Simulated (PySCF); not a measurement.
# Orbital picture of PbH

PBE0 at R = 1.849 Å; basis H def2-TZVPP, Pb def2-TZVPP with ECP60; scalar-relativistic core potentials; PySCF 2.14. State: ²Π (doublet), unpaired electrons π ↑. Only the outer orbitals are listed, counted within each symmetry, core potentials removing the inner ones.

```csv
spin,orbital,occ.,ε (eV),on H (%),main shells (%)
α,1δ,1,-23.58,0,100 Pb d
α,1δ,1,-23.50,0,100 Pb d
α,2π,1,-23.40,0,100 Pb d
α,3σ,1,-23.21,1,99 Pb d
α,2π,1,-23.12,0,100 Pb d
α,4σ,1,-13.99,10,"90 Pb s, 9 H s"
α,5σ,1,-7.21,46,"46 H s, 45 Pb p"
α,3π,1,-4.73,0,100 Pb p
α,3π,0,-2.97,0,100 Pb p
α,6σ,0,0.66,32,"69 Pb p, 32 H s"
α,4π,0,2.73,0,100 Pb p
β,1δ,1,-23.54,0,100 Pb d
β,2π,1,-23.38,0,100 Pb d
β,1δ,1,-23.35,0,100 Pb d
β,3σ,1,-23.07,1,99 Pb d
β,2π,1,-22.98,0,100 Pb d
β,4σ,1,-13.29,12,"87 Pb s, 12 H s"
β,5σ,1,-7.07,48,"48 H s, 40 Pb p, 10 Pb s"
β,3π,0,-2.63,0,100 Pb p
β,3π,0,-1.91,1,99 Pb p
β,6σ,0,0.88,28,"71 Pb p, 29 H s"
```

Q: Which are the highest filled and the lowest empty level, where do they sit, and how wide is the gap?

A: Highest filled α 3π at -4.73 eV (in %: 100 Pb p); lowest empty α 3π at -2.97 eV (in %: 100 Pb p); the gap at PBE0 is 1.76 eV. Both belong to one degenerate shell, split only by its one-sided filling, so this is no excitation gap.

```
bond order (Mayer)                              : 0.95
⟨S²⟩                                            : 0.753
charge on H (Mulliken, basis-dependent)         : -0.18
charge on H (Löwdin, basis-dependent)           : -0.19
dipole moment (positive dipole means H(−)Pb(+)) : 1.07 D
polarisability along the bond                   : 54.6 bohr³
polarisability across the bond                  : 37.9 bohr³
```

These are scalar-relativistic numbers at best; spin–orbit coupling would shift them, the dissociation energy most. The state is the lowest determinant that a PBE0 search found; another state may lie lower at other levels.
